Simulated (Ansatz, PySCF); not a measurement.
Species: C₂H₇Si, charge 0, multiplicity 2. SMILES: C[CH][SiH3]
Geometry from a B3LYP-D3(BJ)/def2-TZVP (Ansatz, a quantum-chemistry and plane-wave program) optimisation:
```xyz
10

C     -1.7255    -0.5109     0.1624
C     -0.5631     0.3864     0.4233
Si     1.1297     0.1176    -0.2512
H     -2.5446     0.0310    -0.3268
H     -2.1420    -0.9052     1.0977
H     -1.4693    -1.3626    -0.4701
H     -0.7613     1.2484     1.0535
H      1.6656    -1.2051     0.1693
H      2.0492     1.1808     0.2178
H      1.1176     0.1137    -1.7391
```
Charge 0, spin multiplicity 2.

Unscaled harmonic wavenumbers (cm⁻¹) in rising order, each level at the stationary point that it reaches from this structure (no distance between atoms moves by over 0.3 Å); the order of modes can differ between levels, and a negative number is imaginary. B3LYP-D3(BJ)/def2-TZVP (PySCF, at the structure above): 10, 93, 238, 479, 623, 636, 716, 940, 946, 961, 969, 996, 1114, 1304, 1397, 1472, 1488, 2181, 2194, 2229, 2983, 3013, 3079, 3138.

HF/3-21G (Ansatz): -6, 73, 263, 477, 634, 676, 746, 1004, 1016, 1037, 1065, 1100, 1147, 1412, 1574, 1659, 1663, 2240, 2255, 2275, 3168, 3207, 3242, 3303. Zero-point energy 50.4 against 47.5 kcal/mol; where all levels lie over 400 cm⁻¹, the wavenumbers are on average 1.064 times those of B3LYP-D3(BJ)/def2-TZVP. The zero-point energy leaves imaginary modes out.

HF/6-31G* (Ansatz): 4, 83, 256, 471, 654, 695, 766, 1030, 1039, 1056, 1070, 1074, 1175, 1426, 1558, 1629, 1637, 2343, 2357, 2376, 3177, 3221, 3253, 3312. Zero-point energy 51.0 against 47.5 kcal/mol; where all levels lie over 400 cm⁻¹, the wavenumbers are on average 1.076 times those of B3LYP-D3(BJ)/def2-TZVP.

B3LYP/6-31G* (Ansatz): -35, 93, 241, 481, 620, 633, 714, 936, 949, 966, 980, 1006, 1122, 1320, 1427, 1505, 1518, 2203, 2213, 2248, 2999, 3035, 3103, 3154. Zero-point energy 47.8 against 47.5 kcal/mol; where all levels lie over 400 cm⁻¹, the wavenumbers are on average 1.007 times those of B3LYP-D3(BJ)/def2-TZVP. This level finds the structure a saddle point. The zero-point energy leaves imaginary modes out.
